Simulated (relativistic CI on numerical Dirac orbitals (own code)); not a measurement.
Hyperfine structure of Mo⁶⁺, mass number 95

Calculated at this level of theory: Dirac-Coulomb-Breit CI, orbitals from a KLI potential per configuration, model QED (radiative potential, 1s self-energy scaled to tabulated hydrogen-like ionisation energies), unscaled Slater integrals (own radial code, finite nucleus).

Configurations in the expansion (outside the closed core [Ar] 3d10): 4s²4p⁶, 4s²4p⁵4d, 4s4p⁶4d, 4s²4p⁵4f, 4s²4p⁵5s, 4s4p⁶4f, 4s²4p⁵5p, 4s²4p⁵5d, 4s²4p⁵6s, 4s²4p⁵6p, 4s4p⁶5s, 4p⁶4d², 4p⁵4d³, 4p⁵4d²4f, 4p⁵4d²5s, 4p⁵4d²5p. Double excitations out of closed p, d and f shells are left out; levels of such configurations are missing from the list, as are those of other unlisted configurations, and high levels can miss mixing partners. These lack a partner that the ground configuration has and come out too high: 4s²4p⁵5d, 4s²4p⁵6s, 4s²4p⁵6p.

Nuclear spin I = 5/2, μ = -0.9132 μN, Q = -0.022 b (tables of Stone and Pyykkö). The electronic factors are computed for point nuclear moments, without core polarisation or the Bohr-Weisskopf and QED corrections.

| Level | E (cm⁻¹) | A (MHz) | B (MHz) |
| --- | --- | --- | --- |
| 4s²4p⁵4d ³P°1 | 302046 | -66.72 | -13.1 |
| 4s²4p⁵4d ³P°2 | 308846 | 87.15 | -17.8 |
| 4s²4p⁵4d ³F°4 | 311469 | -553.6 | 115 |
| 4s²4p⁵4d ³F°3 | 314874 | -853.3 | 121 |
| 4s²4p⁵4d ³F°2 | 320734 | -1192 | 87.4 |
| 4s²4p⁵4d ³D°3 | 334005 | -463.8 | -53.2 |
| 4s²4p⁵4d ³D°1 | 342510 | 226.4 | -41.2 |
| 4s²4p⁵4d ³D°2 | 348092 | 473.2 | -78.3 |

Levels with J = 0, under 50 % of one LS term, or S terms without an open s electron are left out. Small factors come from cancelling terms and can be off by tens of per cent or more.

At this charge configurations can still be misplaced by up to about 7 % of their energy. 9 of the 18 excited levels that our extract of the measured tables holds in this range could be paired (the sources list more); they are missed by 4274 cm⁻¹ on average and 20016 at most, and levels without a partner can miss by more.

(1) Give the hyperfine levels of 4s²4p⁵4d ³F°4 relative to its centre of gravity.

## Answers

(1) With K = F(F + 1) − I(I + 1) − J(J + 1), E = AK/2 + B[¾K(K + 1) − I(I + 1)J(J + 1)]/[2I(2I − 1)J(2J − 1)]: F = 3/2: 6977, F = 5/2: 5559, F = 7/2: 3587, F = 9/2: 1073, F = 11/2: -1965, F = 13/2: -5507 MHz.

LS names give the leading component of a level, which can be under half, so a name can repeat, a term be missing and a line seem to break the LS rules.
